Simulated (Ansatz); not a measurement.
Relaxation of AlB₂ClH₂ (6 atoms, charge 0, multiplicity 1), to a largest force component of 0.02 eV/Å in at most 50 steps.

Computed with UKS PBE0-D4/def2-SVP in Ansatz 0.2.0.

```xyz
6
Properties=species:S:1:pos:R:3
Cl -1.261 -2.753 0.084
Al -0.412 -0.887 0.029
B 0.971 0.586 -0.409
B -0.179 1.139 0.355
H 1.912 0.240 -1.008
H -1.552 -1.835 0.447
```

Question: Where does it end, and by what steps?

Answer: The forces met the threshold. The force dipped under the threshold on the way, but the program's further checks kept it going. After 24 steps the energy has fallen by 4.674 eV; H6 moved furthest, 1.22 Å. The start is strongly strained (largest force component 20 eV/Å), so its close contacts needn't be bonds. Parted: Cl1–Al2, Al2–H6.

| step | energy less start (eV) | largest force component (eV/Å) | accepted |
| --- | --- | --- | --- |
| 0 | 0.0000 | 20.313 | yes |
| 1 | -3.1969 | 6.420 | yes |
| 2 | -4.0895 | 1.561 | yes |
| 3 | -4.3304 | 0.566 | yes |
| 4 | -4.4893 | 0.619 | yes |
| 5 | -4.6031 | 0.264 | yes |
| 6 | -4.6513 | 0.347 | yes |
| 7 | -4.6633 | 0.108 | yes |
| 8 | -4.6636 | 0.158 | yes |
| 9 | -4.6663 | 0.088 | yes |
| 10 | -4.6674 | 0.038 | yes |
| 11 | -4.6678 | 0.038 | yes |
| 12 | -4.6680 | 0.043 | yes |
| 13 | -4.6681 | 0.032 | yes |
| 14 | -4.6683 | 0.019 | yes |
| 15 | -4.6684 | 0.010 | yes |
| 16 | -4.6657 | 0.260 | no |
| 17 | -4.6687 | 0.018 | yes |
| 18 | -4.6690 | 0.112 | yes |
| 19 | -4.6697 | 0.074 | yes |
| 20 | -4.6702 | 0.190 | yes |
| 21 | -4.6699 | 0.266 | no |
| 22 | -4.6720 | 0.084 | yes |
| 23 | -4.6736 | 0.036 | yes |
| 24 | -4.6738 | 0.016 | yes |

```xyz
6
Properties=species:S:1:pos:R:3
Cl -1.628 -3.051 0.057
Al -0.426 -0.501 -0.425
B 1.310 0.678 -0.524
B 0.011 1.251 0.186
H 2.453 0.709 -0.896
H -2.241 -2.597 1.101
```

Whether the end is a true minimum wasn't checked by a vibrational analysis.

Run time: 83 s on 2 threads of Arm Neoverse V1, with other jobs on the host, peak memory 0.2 GiB.
